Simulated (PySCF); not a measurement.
A small calculation by hand: dipole moment from atomic charges

CH5AlOSe, SMILES [CH3][Al]([OH])[SeH]. Atoms are numbered in the order given.

```xyz
9

Al    -0.8122     0.4977     0.2217
C     -2.5414    -0.3637     0.0661
H     -2.4723    -1.3935    -0.3158
H     -3.1963     0.2096    -0.6103
H     -3.0422    -0.3968     1.0476
O     -0.7474     2.1157     0.7480
H      0.0213     2.6716     0.8761
Se     1.1314    -0.6698    -0.3021
H      2.0072     0.4702     0.0112
```

The structure is a stationary point at PBE0-D3(BJ)/def2-SVP. The structure was generated by enumeration; whether it is a known compound was not checked. One conformer was computed; it need not be the lowest.

Charges (e) from M06-2X/def2-TZVP run with PySCF:

```csv
atom,Mulliken,IAO
Al1,0.637,1.056
C2,-0.655,-0.814
H3,0.158,0.157
H4,0.160,0.162
H5,0.159,0.162
O6,-0.568,-0.840
H7,0.323,0.367
Se8,-0.339,-0.306
H9,0.125,0.056
```

The dipole moment of the full density is 0.78 D.

What dipole moment does each set of point charges give, and which comes closer to that of the density?


μ = Σ q r, and 1 e Å = 4.8032 D.
Mulliken: Σ q r = (0.060, 0.253, 0.079) e Å, |μ| = 1.30 D.
IAO: Σ q r = (0.214, 0.007, -0.012) e Å, |μ| = 1.03 D.
IAO comes closer in size. Point charges leave out the atoms' own dipoles (lone pairs, polarised bonds); fits to the potential absorb them, partitions of the density don't.
